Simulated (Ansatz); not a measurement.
The lowest singlet and triplet of NH (SMILES [NH]); geometries from B3LYP-D3(BJ)/def2-TZVP, each state relaxed from the structure named, with no frequency check, low spin by broken symmetry.
Singlet (charge 0, multiplicity 1):
| atom | x (Å) | y (Å) | z (Å) |
|---|---|---|---|
| N | 0.0000 | 0.0000 | -0.1302 |
| H | 0.0000 | 0.0000 | 0.9113 |
Triplet (charge 0, multiplicity 3):
```xyz
2

N      0.0000     0.0000    -0.1302
H      0.0000     0.0000     0.9116
```

A positive gap puts the triplet lower; no zero-point energy. R- takes a restricted singlet, here one determinant of a half-filled degenerate or near-degenerate pair, which mixes singlet states. U- takes an unrestricted singlet (broken symmetry where lower, unprojected). The triplet is unrestricted in single-reference levels. Active spaces average the two states.

Frozen-core correlation.

Programs: Ansatz (Gaussian basis) for Hartree–Fock, density functionals and correlated methods. Values without a source in brackets are computed.

```tsv
level	gap E(singlet) − E(triplet), adiabatic (kcal/mol)
R-wB97X-V/def2-TZVPP	48.25
U-B2PLYP/def2-TZVPP (spin-contaminated)	14.36
R-SCS-MP2/cc-pVTZ	48.67
R-CCSD/cc-pVTZ	47.73
R-CCSDT/cc-pVTZ	38.90
R-CCSDT(Q)/cc-pVQZ	36.68
SA-CASSCF(6,5)/cc-pVQZ	(withheld)
FIC-MRCISD+Q on SA-CASSCF(6,5)/cc-pVDZ	(withheld)
FIC-MRCISD+Q on SA-CASSCF(6,5)/cc-pVQZ	36.76
```

**Question.** Fill in the missing entries.

**Answer.** 
- SA-CASSCF(6,5)/cc-pVQZ, gap E(singlet) − E(triplet), adiabatic (kcal/mol): 43.86
- FIC-MRCISD+Q on SA-CASSCF(6,5)/cc-pVDZ, gap E(singlet) − E(triplet), adiabatic (kcal/mol): 42.05

Doubts at one or more of the structures used: a restricted determinant that unrestricted orbitals would lower (R-wB97X-V/def2-TZVPP, R-SCS-MP2/cc-pVTZ, R-CCSD/cc-pVTZ, R-CCSDT/cc-pVTZ, R-CCSDT(Q)/cc-pVQZ); other coupled-cluster roots lie near (R-CCSDT/cc-pVTZ, R-CCSDT(Q)/cc-pVQZ).

Ansatz is an electronic-structure program.
